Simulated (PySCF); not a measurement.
A GIAO shielding run with PySCF 2.14 (density fitting, non-relativistic, gas phase) on SMILES CN[Si](N)(N)[P-][SiH3], [CH₁₁N₃PSi₂]-:

```
$ OMP_NUM_THREADS=1 python probes_run.py task.json out

{"job": {"kind": "nmr", "xc": "PBE0", "basis": "pcSseg-1"}, "charge": -1, "multiplicity": 1}
C     -2.721670    -0.789616     0.283334
N     -1.514252    -0.811463     1.056142
Si    -0.076668    -0.140713     0.341255
N     -0.093631    -0.467443    -1.396505
N     -0.438191     1.585082     0.321299
P      1.670313    -0.861879     1.434604
Si     3.047459     0.387331     0.360219
H     -3.588064    -0.999408     0.921925
H     -2.823480     0.206504    -0.138403
H     -2.721712    -1.506102    -0.549584
H     -1.358317    -1.712656     1.480842
H      0.340620    -1.354375    -1.613976
H      0.403787     0.241219    -1.917258
H     -0.908782     1.865374     1.170098
H      0.405378     2.136834     0.255013
H      4.417351     0.168785     0.839172
H      3.120363     0.205274    -1.109630
H      2.830735     1.853568     0.455517
```

Hardware: 1 thread of an Intel Xeon, shared host. The job also computes population analyses, field gradients.

Question: How large is the calculation?

Answer: 82 electrons, 195 basis functions and 1072 auxiliary functions.

Question: How long does it take, and how much memory does it need?

Answer: 45 s of wall time, with 12 SCF cycles and 5 response iterations; peak memory 0.86 GiB. Times on a shared host scatter by some tens of per cent.
